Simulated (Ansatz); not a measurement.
A structure relaxed at PBE0-D4/def2-TZVP, charge 0, multiplicity 1:

```xyz
9

F     0.779    0.581   -1.695
C     1.100    0.649   -0.371
F     2.161   -0.173   -0.165
Sn   -0.634   -0.003    0.813
S    -1.385   -2.060   -0.153
H     1.428    1.675   -0.166
H    -0.197   -0.335    2.424
H    -1.833    1.209    0.706
H    -1.418   -1.544   -1.393
```

Task: Give its formula and SMILES.

Result: CH4F2SSn, `F[CH](F)[SnH2][SH]`.

Task: Summarise the bond lengths by kind.

Result: 2 × C–F 1.358 to 1.364 Å; 1 × C–Sn 2.199 Å; 1 × C–H 1.096 Å; 1 × S–Sn 2.393 Å; 2 × H–Sn 1.702 to 1.708 Å; 1 × H–S 1.344 Å.

All numbers were calculated with Ansatz.
